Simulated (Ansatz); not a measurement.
Al₇H. Charge 0, multiplicity 1. Geometry B3LYP-D4/def2-SVP; atoms count from 1.

```xyz
8

Al   -2.3044    0.2983   -0.8826
Al   -0.2748   -2.5666    0.2120
Al    2.0940    1.1855    0.5609
Al   -0.2441   -0.0726    1.0008
Al    1.9016   -1.2650   -0.2018
Al   -0.1214    1.6303   -0.8753
Al   -2.5328   -1.5269    0.9340
H     1.4820    2.3171   -0.7479
```

The restricted singlet is unstable towards broken spin symmetry in Hartree–Fock (as tested in another run); at PBE0-D4/def2-TZVP this wasn't settled. Another isomer (singlet) lies 0.79 eV lower at PBE0-D4/def2-TZVP; other spin states weren't run for this one.

Estimate the Mulliken populations from the PBE0/def2-TZVP orbitals of Ansatz.


| atom | charge (e) |
| --- | --- |
| Al1 | 0.03 |
| Al2 | 0.01 |
| Al3 | 0.01 |
| Al4 | -0.14 |
| Al5 | 0.02 |
| Al6 | 0.05 |
| Al7 | 0.02 |
| H8 | -0.01 |
Mulliken values and Mayer orders depend strongly on the basis.

And the Mayer bond orders between bonded heavy atoms (over 0.3)?

Al1–Al4 0.49 (2.82 Å); Al1–Al6 0.76 (2.56 Å); Al1–Al7 0.74 (2.59 Å); Al2–Al4 0.62 (2.62 Å); Al2–Al5 0.71 (2.57 Å); Al2–Al7 0.72 (2.59 Å); Al3–Al4 0.57 (2.69 Å); Al3–Al5 0.75 (2.57 Å); Al3–Al6 0.47 (2.68 Å); Al4–Al5 0.54 (2.73 Å); Al4–Al6 0.66 (2.54 Å); Al4–Al7 0.56 (2.71 Å).
